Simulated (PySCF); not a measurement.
C5H6F3 (doublet state).
Geometry (GFN2-xTB, Å), atoms numbered from 1 in this order:
```
atom  x, y, z in Å
C1     1.9152    0.8642   -0.3137
C2     0.7626    0.3492    0.3586
C3     0.4360   -1.1378    0.3371
C4    -0.4148   -0.2066   -0.4591
C5    -1.8058    0.0978    0.0010
F6    -2.2287    1.3046   -0.4155
F7    -1.9367    0.0889    1.3352
F8    -2.7022   -0.7906   -0.4725
H9     2.4379    1.7161    0.0707
H10    2.2715    0.4024   -1.2141
H11    0.4774    0.8737    1.2623
H12    0.0183   -1.5686    1.2339
H13    1.0997   -1.7898   -0.2084
H14   -0.3310   -0.2040   -1.5376
```

The hyperfine couplings belong to this conformer and change with its torsions.

The species is `[CH2][C@@H]1C[C@H]1C(F)(F)F` [radical].

Computed, not measured: PySCF, UKS B3LYP, pcH-1 on C F H, non-relativistic, mean-field spin-orbit, GIAO. The structure is a single GFN2-xTB conformer in the gas phase; no vibrational or solvent corrections. A GFN2-xTB geometry isn't a minimum of the functional, and hyperfine couplings can be far from their values at a DFT geometry. No stability test was run, so a lower SCF solution isn't excluded.

Predict the first-order ENDOR lines of C1, C4, C3, C2, C5, F6/F7/F8, H9, H10, H12 and H14 under fast tumbling at B = 334.3 mT (X band).

For S = 1/2 in fast tumbling each set of equivalent nuclei gives two lines, ν± = |νn ± a/2| to first order, with νn = g_N μN B/h and μN/h = 7.62259 MHz/T.

```csv
nuclei,isotope,g_N,νn (MHz),a_iso (MHz),lower line (MHz),upper line (MHz)
C1,13C,1.4048,3.58,80.04,36.44,43.60
C4,13C,1.4048,3.58,59.72,26.28,33.44
C3,13C,1.4048,3.58,51.21,22.02,29.18
C2,13C,1.4048,3.58,-39.99,16.41,23.57
C5,13C,1.4048,3.58,7.85,0.35,7.51
F6/F7/F8,19F,5.2577,13.40,10.11,8.34,18.45
H9,1H,5.5857,14.23,-62.08,16.81,45.28
H10,1H,5.5857,14.23,-59.31,15.42,43.89
H12,1H,5.5857,14.23,7.03,10.72,17.75
H14,1H,5.5857,14.23,-6.69,10.89,17.58
```

The rows for 13C, of low natural abundance, apply to labelled samples.

Which pairs are centred on the nuclear Larmor frequency, and which on half the coupling?

Centred on νn, since |a| < 2νn: F6/F7/F8, H12 and H14. Centred on |a|/2 and split by 2νn: C1, C4, C3, C2, C5, H9 and H10.

At what field would the lower line of C1 fall to zero frequency?

Where νn = |a|/2, that is B = 40.02 MHz/(1.4048 × 7.62259 MHz/T) = 3740 mT, as far as first order holds there.

Couplings of abundant isotopes left out: H13 (-5.9 MHz) and H11 (2.8 MHz).

Means are taken over nuclei equivalent by connectivity, which assumes that they swap fast. H9 and H10 aren't averaged: C1 is flat or nearly so (angle sum 360°), and its turn about the short C1–C2 bond (1.43 Å) is taken as slow. The three 19F nuclei of mean +10.1 MHz run from -1.3 to 32.3 MHz in the frozen geometry.

On one thread of an Arm Neoverse V2, shared host with 32 logical CPUs at a one-minute load of 15, this took 51 s of wall time (grids of density and orbitals included) and 0.97 GiB of memory at its peak.
